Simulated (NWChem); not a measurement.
Species: SiNH$_{2}$ClF$_{2}$; SMILES N[Si](F)(Cl)F

```xyz
7

N      1.4605    -1.1552    -0.0465
Si    -0.0152    -0.3422    -0.0011
F     -0.8811    -0.7549    -1.2858
F     -0.7973    -0.7687     1.3319
Cl     0.0541     1.6997     0.0025
H      2.0037    -1.2227    -0.8984
H      2.0244    -1.2699     0.7868
```
Atoms are numbered in this order, from 1.

Results from NWChem. Pople sets run with spherical d functions. Structure relaxed at the PBE0/def2-SVP level. Atomic charges in e: unrestrained fits to the electrostatic potential beside Mulliken populations; buried atoms are poorly determined by the fit.

For level B3LYP/def2-SVP:

- ESP N1 = -0.87
- Mulliken N1 = -0.35
- ESP Si2 = 1.02
- Mulliken Si2 = 0.94
- Mulliken F3 = -0.32
- Mulliken F4 = -0.32
- Mulliken Cl5 = -0.24

Problem. How do the values read with level Hartree-Fock/6-31G* instead?

Solution. The ESP N1 comes out as -1.09, the Mulliken N1 is -1.05 and the ESP Si2 is 1.32. The Mulliken Si2 comes out as 1.60, the Mulliken F3 comes out as -0.51 and the Mulliken F4 is -0.51. The Mulliken Cl5 is -0.34.
